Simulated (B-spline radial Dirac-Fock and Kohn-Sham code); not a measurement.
# What relativity does to the binding energies of Tl³¹⁺

System: the Tl³¹⁺ ion, [Kr] 4d10 4f4.

Both columns are ΔSCF binding energies of the configuration average from a radial B-spline solver: non-relativistic Hartree-Fock with a point nucleus, and Dirac-Fock with a finite nucleus and the Coulomb interaction alone, averaged over the two j levels with weights 2j+1.

| shell | Hartree-Fock (eV) | Dirac-Fock (eV) | shift (eV) | shift (%) |
| --- | --- | --- | --- | --- |
| 1s | 78639.1 | 87141.2 | +8502.16 | +10.81 |
| 2s | 14265.9 | 16558.5 | +2292.55 | +16.07 |
| 2p | 13748.7 | 14526.6 | +777.83 | +5.66 |
| 3s | 4275.5 | 4860.3 | +584.82 | +13.68 |
| 3p | 4032.2 | 4256.7 | +224.53 | +5.57 |
| 3d | 3584.6 | 3567.4 | -17.14 | -0.48 |
| 4s | 1720.7 | 1894.6 | +173.88 | +10.10 |
| 4p | 1610.7 | 1679.4 | +68.72 | +4.27 |
| 4d | 1409.1 | 1409.5 | +0.43 | +0.03 |
| 4f | 1163.4 | 1148.5 | -14.91 | -1.28 |

Relativity binds 1s, 2s, 2p, 3s, 3p, 4s, 4p, 4d more strongly, among those listed most of all 2s in relative terms, and 3d, 4f more weakly, because the contracted s and p shells screen the nucleus better.

Values without a named source are computed, but for edge energies of neutral atoms, which are taken from tables.
